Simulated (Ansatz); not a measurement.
Reaction (formal exchange of groups at a Ge–O bond): `C[O][GeH2][GaH2]` + SiH₄ → `[SiH3][GeH2][GaH2]` + CH₃OH

Calculated with Ansatz (gas phase, PBE0-D4/def2-TZVP geometries, no zero-point term in ΔE). CCSD(T)/CBS is the MP2 limit (def2-TZVPP, def2-QZVPP) plus CCSD(T) − MP2 in def2-TZVPP, frozen cores. This one scheme is used for every species. Functionals use def2-TZVPP. HSE06 is defined as in plane-wave codes. For Ga, Ge outer-core shells are correlated without core-valence functions, which leaves a few kJ/mol of doubt a bond. Scalar relativity is left out up to krypton. One conformer a species, not always the lowest.

| level | ΔE (kJ/mol) | difference from CCSD(T)/CBS |
| --- | --- | --- |
| PBE-D4 | -17.6 | -8.0 |
| revPBE-D4 | -13.4 | -3.8 |
| BLYP-D4 | -0.5 | 9.1 |
| B97M-V | -1.4 | 8.2 |
| HSE06-D4 | -19.4 | -9.8 |
| revPBE | -18.9 | -9.3 |
| r2SCAN | -9.8 | -0.2 |
| PBE0 | -19.5 | -9.9 |
| r2SCANh | -11.3 | -1.7 |
| r2SCAN0 | -13.3 | -3.7 |
| CAM-B3LYP | 0.8 | 10.4 |
| LC-ωPBE | -11.8 | -2.2 |
| HF/def2-SVP | 6.5 | 16.1 |
| MP2/def2-TZVPP | -2.3 | 7.3 |
| CCSD(T)/def2-TZVPP | -3.8 | 5.8 |
| HF/CBS(def2) | 10.3 | 19.9 |
| CCSD(T)/CBS | -9.6 | 0 |

Largest T1 diagnostic among the species: 0.013.

In def2-TZVPP, CCSD(T) changes the Hartree–Fock value by −12.9 kJ/mol (the triples alone add −0.2 kJ/mol) and MP2 by −11.3 kJ/mol. From r2SCAN to r2SCAN0 (25 % exact exchange), in def2-TZVPP and without D4, ΔE moves by −3.5 kJ/mol.

CCSD(T)/CBS has its own doubt, a few kJ/mol and more with outer-core shells, so smaller differences from it don't rank the levels.
